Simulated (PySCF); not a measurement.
Compound: C5H5FO2.
Cartesian coordinates in Å at the GFN2-xTB level; atoms count from 1:
```
atom  x, y, z in Å
O1     0.4641   -2.7017   -0.0764
C2     0.7943   -1.9578   -0.9496
O3     0.4023   -0.7023   -1.1091
C4    -0.4522   -0.1714   -0.1114
C5    -1.0321    1.1773   -0.4498
C6    -0.3975    1.8183    0.5278
C7     0.2890    0.5806    1.0468
F8     1.6503    0.5648    0.9383
H9     1.4734   -2.2182   -1.7773
H10   -1.1495   -0.9459    0.2271
H11   -1.7242    1.4660   -1.2171
H12   -0.3666    2.8345    0.8702
H13    0.0442    0.2564    2.0628
```

Definitions: NICS(0) = −σiso at the ring centroid; NICS(1) = −σiso and NICS(1)zz = −σzz at ±1 Å along the ring normal z. Level: GIAO PBE0/pcSseg-1 (PySCF, non-relativistic, gas phase) on the GFN2-xTB geometry, one conformer.

Ring bond lengths (Å), with Mayer bond orders in brackets: C4–C5 1.507 (1.03), C5–C6 1.330 (1.77), C6–C7 1.508 (1.00), C7–C4 1.567 (0.96).

Question: What do the NICS probes read (ppm)?

Answer: 
```
       ring                                                    type  NICS(0)  NICS(1), two faces  NICS(1)zz, two faces  rms pucker (Å)  centre to ring atoms, mean (Å)
C4–C5–C6–C7  4-membered carbocycle; formal bonds 1 double, 3 single      1.8         -5.1 / -0.8            -3.2 / 6.3            0.00                            1.04
```

Question: What can be read from them?

Answer: 
- C4–C5–C6–C7: mean NICS(1)zz 1.5 ppm, near zero. C4, C7 have four or more neighbours; no verdict on aromaticity is drawn. The two faces differ by 9.5 ppm, so no symmetry operation interchanges them.
